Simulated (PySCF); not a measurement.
Stretching GaO

Set-up: Ga pcseg-1, O pcseg-1; no relativity (PySCF 2.14). Energies in eV from Ga + O in their ground configurations at the same level. State: ²Σ⁺ (doublet), unpaired electrons σ ↑.

| R (Å) | BLYP | LC-ωPBE | r²SCAN | PBE |
| --- | --- | --- | --- | --- |
| 1.490 | -3.130 | -2.982 | -3.221 | -3.390 |
| 1.559 | -3.865 | -3.593 | -3.886 | -4.092 |
| 1.628 | -4.277 | -3.891 | -4.230 | -4.472 |
| 1.680 | -4.434 | -3.974 | -4.340 | -4.605 |
| 1.732 | -4.497 | -3.977 | -4.358 | -4.645 |
| 1.784 | -4.488 | -3.925 | -4.311 | -4.616 |
| 1.853 | -4.400 | -3.797 | -4.178 | -4.501 |
| 1.940 | -4.208 | -3.580 | -3.942 | -4.279 |
| 2.044 | -3.915 | -3.268 | -3.608 | -3.957 |
| 2.182 | -3.490 | -2.811 | -3.138 | -3.500 |

Question: Put a parabola through the three lowest points of the BLYP curve and estimate Re, k and ωe (reduced mass 12.98 u; 1 eV/Å² = 0.16022 mdyn/Å; ωe = 1302.8·√(k/μ) cm⁻¹).

Answer: Through R = 1.68, 1.732, 1.784 Å the second-order coefficient is 13.3 eV/Å², so Re ≈ 1.752 Å, k ≈ 4.27 mdyn/Å and ωe ≈ 747 cm⁻¹. A polynomial fit of higher order to the unrounded BLYP energies gives Re = 1.750 Å, k = 3.74 mdyn/Å, ωe = 699 cm⁻¹; anharmonicity and rounding make the difference.

The higher-order fit for each curve: BLYP: Re = 1.750 Å, ωe = 699 cm⁻¹, De = 4.50 eV; LC-ωPBE: Re = 1.708 Å, ωe = 714 cm⁻¹, De = 3.98 eV; r²SCAN: Re = 1.718 Å, ωe = 744 cm⁻¹, De = 4.36 eV; PBE: Re = 1.733 Å, ωe = 729 cm⁻¹, De = 4.65 eV.

Spin–orbit coupling is left out. The state was picked by a PBE0 search and need not be the measured ground state.
